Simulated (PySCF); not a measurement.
**Electron correlation in I³⁺ (iodine, charge +3)**

[Kr] 4d10 5s2 5p2, high-spin 3P determinant. All numbers are calculated (PySCF 2.14, the spin-free X2C one-electron Hamiltonian (Gaussian nucleus), in x2c-TZVPPall (8s6p4d2f, 60 functions)). Frozen: [Ar] 3d10; 22 electrons correlated.

| level | correlation energy (mhartree) |
| --- | --- |
| CCSD | -488.89 |
| (T) | -6.73 |
| CCSD(T) | -495.62 |

Diagnostics: T1 = 0.0051, D1 = 0.0233, largest double amplitude 0.074.

Cost of the coupled-cluster step: about 11 core-seconds, for 22 correlated electrons.

Iterations:

```
CC2 = 0
CCSD nocc = (np.int64(12), np.int64(10)), nmo = (46, 46)
frozen orbitals [[0, 1, 2, 3, 4, 5, 6, 7, 8, 9, 10, 11, 12, 13], [0, 1, 2, 3, 4, 5, 6, 7, 8, 9, 10, 11, 12, 13]]
max_cycle = 100
direct = 0
conv_tol = 1e-08
conv_tol_normt = 1e-06
diis_space = 8
diis_start_cycle = 0
Init t2, MP2 energy = -0.516805016183271
Init E_corr(UCCSD) = -0.516805016183587
cycle = 1  E_corr(UCCSD) = -0.48006486704999  dE = 0.0367401491  norm(t1,t2) = 0.0448183
cycle = 2  E_corr(UCCSD) = -0.488862386016103  dE = -0.00879751897  norm(t1,t2) = 0.010615
cycle = 3  E_corr(UCCSD) = -0.48841042349806  dE = 0.000451962518  norm(t1,t2) = 0.00370717
cycle = 4  E_corr(UCCSD) = -0.488906431440102  dE = -0.000496007942  norm(t1,t2) = 0.00109992
cycle = 5  E_corr(UCCSD) = -0.488891387058627  dE = 1.50443815e-05  norm(t1,t2) = 0.000168898
cycle = 6  E_corr(UCCSD) = -0.48888545370126  dE = 5.93335737e-06  norm(t1,t2) = 2.48049e-05
cycle = 7  E_corr(UCCSD) = -0.488886697566589  dE = -1.24386533e-06  norm(t1,t2) = 5.58579e-06
cycle = 8  E_corr(UCCSD) = -0.488886689900671  dE = 7.66591851e-09  norm(t1,t2) = 6.95193e-07
UCCSD converged
E(UCCSD) = -7111.049258580483  E_corr = -0.4888866899006707
UCCSD(T) correction = -0.00672871621950888
```

This basis was not built for core-valence correlation, so the inner-shell part is incomplete.
